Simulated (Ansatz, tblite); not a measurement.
Removing and adding an electron: Be₄O₄ (the lowest singlet isomer of a short search). Total charge 0; singlet. Geometry: PBE-D4/def2-SVP. Ansatz, gas phase; energy differences of separate SCF runs; the oxidised species was run as a doublet alone; the reduced species was run as a doublet alone.

Cartesian coordinates in Å:
```
Be -0.873 0.831 -1.209
Be 1.449 0.710 -0.557
Be -1.449 -0.710 0.557
Be 0.873 -0.831 1.209
O 0.483 1.291 -1.479
O -0.483 -1.291 1.479
O -1.944 0.101 -0.546
O 1.944 -0.101 0.546
```

The xTB rows come from tblite. The structure comes from a short search, and lower isomers may exist.

```tsv
level	−HOMO (eV)	vertical IE (eV)	−LUMO (eV)	vertical EA (eV)	HOMO–LUMO gap (eV)	IE − EA (eV)	remarks
GFN1-xTB	11.41	14.65	6.76	3.83	4.64	10.81	–
GFN2-xTB	11.74	15.13	6.45	3.28	5.29	11.85	–
PBE-D4/def2-TZVP	6.93	9.83	1.93	–	5.00	–	–
PBE-D4/def2-TZVPD	7.00	–	1.98	0.33	5.02	–	HOMO above zero (-1 doublet)
r2SCAN-D4/def2-TZVP	7.25	10.02	1.43	–	5.82	–	–
r2SCAN-D4/def2-TZVPD	7.30	–	1.48	0.10	5.82	–	HOMO above zero (-1 doublet)
PBE0-D4/def2-TZVP	8.47	10.44	1.19	–	7.28	–	–
PBE0-D4/def2-TZVPD	8.53	–	1.25	0.12	7.28	–	HOMO above zero (-1 doublet)
```

   A HOMO above zero means that the electron is unbound at that level or that self-interaction error raises the level; the energy of removing that electron tells which. Raw xTB energy differences between charge states are shifted by several eV; the methods need an empirical correction for them.
